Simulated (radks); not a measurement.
Task: The neodymium ion Nd6+, configuration [Kr] 4d10 4f2 5s2 5p4. Calculated with a radial shooting solver on a logarithmic mesh with Libxc functionals: scalar-relativistic Kohn-Sham, r2SCAN, spin-unpolarised, spherical densities, finite nucleus; meta-GGA in the generalised Kohn-Sham scheme; Fermi nuclear charge, rms radius 4.9123 fm. Some entries of the table are withheld. Estimate them.

orbital  occ.  eigenvalue (Ry)  <r> (bohr)  <1/r> (bohr^-1)
1s          2        -3201.065     0.02363            66.04
2s          2        -524.5276      0.1010            15.27
2p          6        -469.3154     0.08881              (1)
3s          2        -119.3890      0.2658              (2)
3p          6        -101.8805      0.2642            5.264
3d         10        -77.60084      0.2417            4.986
4s          2        -28.95814      0.6047              (3)
4p          6        -23.15603      0.6385            2.156
4d         10        -14.86342      0.6956            1.899
5s          2              (4)       1.365           0.9736
5p          4         -6.68040         (5)           0.8706
4f          2         -5.94110      0.8637            1.447

Result: 
(1) 2p <1/r> (bohr^-1): 14.38
(2) 3s <1/r> (bohr^-1): 5.579
(3) 4s <1/r> (bohr^-1): 2.334
(4) 5s eigenvalue (Ry): -8.31369
(5) 5p <r> (bohr): 1.507
